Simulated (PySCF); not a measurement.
Cards and structures have been mixed up. Pair them.

Structures:
1. `C=C[PH+](CCC)CCC`
2. `C#C[C@H]1[SiH2][C@H](F)CSC1`
3. `CCP1CCCCC1`

Card P (geometry GFN2-xTB):
* Rotational constants A, B, C: 3.299, 1.112, 0.927 GHz
* Isotropic shieldings of nuclei other than C and H, by class (GIAO PBE0/pcSseg-1): 379 (1 P) ppm
* Dipole moment (PBE0/pcSseg-1): 1.24 D
* 13C chemical shifts (computed TMS as zero) by class (GIAO PBE0/pcSseg-1): 33.3 (2 C), 32.7 (1 C), 31.9 (1 C), 28.6 (2 C), 12.2 (1 C) ppm
* HOMO energy (PBE0/pcSseg-1): -6.46 eV
* Point group: C1

Card Q (geometry GFN2-xTB):
- Rotational constants A, B, C: 1.793, 0.900, 0.670 GHz
- 13C chemical shifts (computed TMS as zero) by class (GIAO PBE0/pcSseg-1): 88.7 (1 C), 84.7 (1 C), 76.0 (1 C), 43.4 (1 C), 40.5 (1 C), 16.2 (1 C) ppm
- Dipole moment (PBE0/pcSseg-1): 2.43 D
- Isotropic shieldings of nuclei other than C and H, by class (GIAO PBE0/pcSseg-1): 411 (1 F), 392 (1 Si), 514 (1 S) ppm

Card R (geometry GFN2-xTB):
- Rotational constants A, B, C: 1.552, 0.924, 0.696 GHz
- Point group: C1
- HOMO energy (PBE0/pcSseg-1): -12.71 eV
- 13C chemical shifts (computed TMS as zero) by class (GIAO PBE0/pcSseg-1): 158.3 (1 C), 119.6 (1 C), 26.8 (2 C), 19.2 (2 C), 15.5 (2 C) ppm

All species are isolated and taken at one optimised geometry, non-relativistic unless stated. Electronic properties by PySCF. NMR classes are plain means over equivalent atoms (diastereotopic ones count apart unless rotation or inversion swaps them), as if these changed places fast.

Task: Which card belongs to which structure?

Result: P = 3, Q = 2, R = 1. What ties each card to its structure:
- 1 (card R), [C8H18P]+, monoisotopic mass 145.1 u, 9 heavy atoms: 8 C in 5 classes; a HOMO at -12.71 eV for the only species of charge +1; the least shielded carbon (158.3 ppm) is a terminal =CH2 carbon; an asymmetric top with C = 0.696 GHz.
- 2 (card Q), C6H9FSSi, monoisotopic mass 160.0 u, 9 heavy atoms: 6 C in 6 classes; the least shielded carbon (88.7 ppm) is an alkyne carbon; an asymmetric top with C = 0.670 GHz, the lowest such constant on the cards; dipole 2.43 D.
- 3 (card P), C7H15P, monoisotopic mass 130.1 u, 8 heavy atoms: 7 C in 5 classes; the least shielded carbon (33.3 ppm) is an sp3 carbon bound to phosphorus; an asymmetric top with C = 0.927 GHz, the highest such constant on the cards; dipole 1.24 D.
